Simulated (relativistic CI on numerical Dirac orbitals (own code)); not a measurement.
## What each ingredient does to the levels of Pb46+

Base calculation: Dirac-Coulomb-Breit CI, orbitals from a KLI potential per configuration, model QED (radiative potential, 1s self-energy scaled to tabulated hydrogen-like ionisation energies), unscaled Slater integrals.

CI space (outside the closed core [Ar] 3d10): 4s2 4p6, 4s2 4p5 4d, 4s 4p6 4d, 4s2 4p5 4f, 4s 4p6 4f, 4p6 4d 4f, 4s2 4p5 5s, 4p6 4d2, 4p5 4d3, 4p5 4d2 4f, 4p5 4d2 5s, 4p6 4f2, 4p5 4d 4f2, 4p5 4f3, 4p5 4f2 5s. Double excitations out of closed p, d and f shells are left out; levels of such configurations are missing from the list, as are those of other unlisted configurations, and high levels can miss mixing partners.

The lowest level and the first level of each name with at least 55 % of one term (blank where a level has no safe partner in the second run):

| Level | Base (eV) | Shift (eV) |
| --- | --- | --- |
| 4s2 4p6 1S_0 | 0.000 | 0.000 |
| 4s2 4p5 4d 3P°_0 | 176.982 | -0.045 |
| 4s2 4p5 4d 3P°_1 | 182.999 | -0.045 |
| 4s2 4p5 4d 3F°_3 | 185.889 | +0.196 |
| 4s2 4p5 4d 3F°_4 | 215.160 | +0.335 |
| 4s2 4p5 4d 3D°_3 | 224.573 | -0.014 |
| 4s2 4p5 4d 3F°_2 | 344.021 | +0.352 |
| 4s2 4p5 4f 3D_1 | 431.520 | +5.764 |
| 4s2 4p5 4f 3D_2 | 438.643 | +3.908 |
| 4s2 4p5 4f 3G_4 | 443.070 | -0.005 |
| 4s2 4p5 4f 3F_3 | 446.432 | +0.446 |
| 4s2 4p5 4f 3G_5 | 449.498 | -0.005 |
| 4s2 4p5 4f 3F_4 | 457.556 | -0.005 |
| 4s2 4p5 4f 1D_2 | 459.391 | +0.648 |

At this charge energies of transitions that change n are usually good to better than 1 %, and those within a shell (Δn = 0) to a few per cent.

Question: One thing was changed in a second run, which moved the levels as shown. Which?
A. Breit term removed
B. QED terms removed
C. P86 correlation estimate
D. configuration mixing switched off

Answer: D. Configuration mixing switched off. Without mixing, levels that were pushed by configurations of the same parity and J return to their single-configuration places.

LS names give the leading component of a level, which can be under half, so a name can repeat, a term be missing and a line seem to break the LS rules.
